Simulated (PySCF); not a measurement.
C$_{3}$H$_{10}$F$_{3}$NSi$_{3}$: full NMR table

```
Formula                               : C3H10F3NSi3
SMILES                                : FC(F)[C@@]1(F)[SiH2][C@@H]1N([SiH3])[SiH3]
Point group of the computed structure : C1
Degrees of unsaturation               : 1
Carbon signals                        : 3
Proton signals                        : 5
```

Bonds (- single, = double, # triple, : aromatic): F1-C2, C2-F3, C2-C4, C4-F5, C4-Si6, Si6-C7, C7-N8, N8-Si9, N8-Si10, C7-C4. C2 carries H11; Si6 carries H12, H13; C7 carries H14; Si9 carries H15, H16, H17; Si10 carries H18, H19, H20. Stereochemistry as in FC(F)[C@@]1(F)[SiH2][C@@H]1N([SiH3])[SiH3]. H13 is cis to N8 on the ring; H12 is trans to N8 on the ring.

Isolated molecule, one conformer, non-relativistic, one averaged value for each set of equivalent atoms. NMR shieldings at PBE0/pcSseg-1/GIAO; GFN2-xTB structure; PySCF 2.14.0 with density-fitted response routines.

Referencing at the same level of theory: TMS for $^{1}$H (σref 31.72), $^{13}$C (σref 186.93), $^{29}$Si (σref 349.16); $^{19}$F (σref 170.95) against CFCl3; $^{15}$N (σref 267.73) against NH3.

```tsv
carbon	δC, type	δH (multiplicity)	HMBC from (2–3 bonds)	span of the C tensor (ppm)
C2	124.0, CH	7.06 (m)	H14, H13, H12	35
C4	97.1, C	–	H11, H14, H13, H12	104
C7	45.8, CH	3.72 (m)	H11, H15/H16/H17/H18/H19/H20, H13, H12	84
```

Other nuclei:
```tsv
atoms	nucleus	environment	δ (ppm)	σ (ppm)
H15/H16/H17/H18/H19/H20	$^{1}$H	hydrogen on a silicon bonded to N	4.80	26.92
H13	$^{1}$H	hydrogen on a silicon bonded to 2 C, in a 3-membered ring	3.21	28.51
H12	$^{1}$H	hydrogen on a silicon bonded to 2 C, in a 3-membered ring	3.07	28.65
F1	$^{19}$F	fluorine of a CF2 group	-128.2	299.1
F3	$^{19}$F	fluorine of a CF2 group	-130.7	301.6
F5	$^{19}$F	fluorine on an sp3 carbon	-244.2	415.2
Si9/Si10	$^{29}$Si	silicon bonded to N, 3 H	-41.5	390.6
Si6	$^{29}$Si	silicon bonded to 2 C, 2 H, in a 3-membered ring	-127.0	476.1
N8	$^{15}$N	nitrogen bonded to C, 2 Si	-7.7	275.4
```

- Carbon types of the structure: 1 × C, 2 × CH, leaving 8 H on heteroatoms.
- δC 124.0: sp3 CH bonded to 2 F; 2 electronegative neighbours deshield it.
- δC 97.1, 45.8: three-membered-ring carbon; the inductive effect lowers its shielding.
- δH 7.06: hydrogen on an sp3 CH bonded to 2 F; its carbon carries F, which withdraws density.
- δH 3.72: hydrogen on a three-membered-ring carbon; its carbon carries N, which withdraws density.
- δH 3.21, 3.07: hydrogen on a silicon bonded to 2 C, in a 3-membered ring.

Splittings by $^{19}$F in the carbon and heteronuclear signals aren't shown, as no couplings were computed. Shifts are as computed. Against solution values, carbons near 30 ppm lie about +3 ppm off and those near 130 ppm about +5 ppm. Of 1309 compounds with measured shifts, 239 miss one by over three times the rms of a fit or turn the order of signals round; such compounds aren't used in these exercises. Unscaled 19F shifts against computed CFCl3 carry errors that often reach 10 to 50 ppm. Experimental scales use liquid or dissolved standards, which lie at an offset from isolated NH3 (liquid NH3: subtract about 20 ppm). Multiplicities follow the n + 1 count of equivalent neighbours, as no J values were calculated; m marks all less simple cases, F and P coupling included.
